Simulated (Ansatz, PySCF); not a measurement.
Molecule: bromo(trifluoro)silane, sum formula SiBrF3, charge 0, multiplicity 1. SMILES: F[Si](F)(F)Br
Geometry from a B3LYP-D3(BJ)/def2-TZVP (Ansatz, an electronic-structure program) optimisation:
```
Si
F 1 1.5732
F 1 1.5732 2 108.34
F 1 1.5732 2 108.34 3 -117.32
Br 1 2.1754 2 110.58 4 -121.34
```
Charge 0, spin multiplicity 1.

Quantity: vertical ionisation energy (to the doublet state of charge +1; each state is the SCF solution reached for its spin; the molecule has degenerate orbitals, so one determinant may break the symmetry), in eV. Valence correlation only, unless marked. Open shells are spin-unrestricted. Spin-orbit coupling is left out. The frozen core is the preceding noble-gas configuration, with the filled d and f shells of earlier blocks. Non-relativistic. CBS marks a two-point X^-3 extrapolation of the correlation energy; Hartree-Fock from the larger set. [CCSD(T)-MP2]/basis is that difference in the basis named.

```
level                                                          program  vertical ionisation energy (eV)
-------------------------------------------------------------  -------  -------------------------------
HF/def2-TZVPPD                                                  Ansatz                            11.35
SVWN5/def2-TZVPD                                                Ansatz                            12.25
r2SCAN/def2-TZVPD                                               Ansatz                            12.16
CAM-B3LYP/def2-TZVPD                                            Ansatz                            12.30
RI-MP2/def2-TZVPPD                                              Ansatz                            12.25
RI-MP2/CBS(def2-TZVPPD,def2-QZVPPD)                             Ansatz                            12.44
SCS-MP2/def2-TZVPPD                                             Ansatz                            12.18
CCSD(T)/def2-SVPD                                               Ansatz                            12.12
CCSD(T)/def2-TZVPPD                                             Ansatz                            12.19
RI-MP2/CBS(def2-TZVPPD,def2-QZVPPD)+[CCSD(T)-MP2]/def2-TZVPPD   Ansatz                            12.37
```

For comparison, minus the highest occupied orbital energy (PySCF): 8.07 eV at BLYP/def2-TZVPD, 10.87 eV at M06-2X/def2-TZVPD, 12.69 eV at HF/def2-TZVPD.
